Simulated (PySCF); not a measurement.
## Excitation energy of F by level of theory

F [He] 2s2 2p5 (2P) → F [He] 2s1 2p6 (2S), as a difference of total energies. Calculation: PySCF 2.14, in def2-TZVPP (5s3p2d1f, 31 functions); the non-relativistic Hamiltonian (point nucleus). Correlated levels: valence: 1s2 frozen. The calculations carry no spin-orbit coupling.

```csv
method,excitation energy (cm⁻¹)
UHF,192540
MP2 (valence),177020
SCS-MP2 (valence),176150
CCSD (valence),173890
CCSD(T) (valence),172510
CCSDT (valence),172400
```

A first-order spin-orbit estimate (lowest level to lowest level, LS coupling) adds 0.017 eV.

The upper state lies above the first ionisation limit, where it may autoionise and the basis confines it.
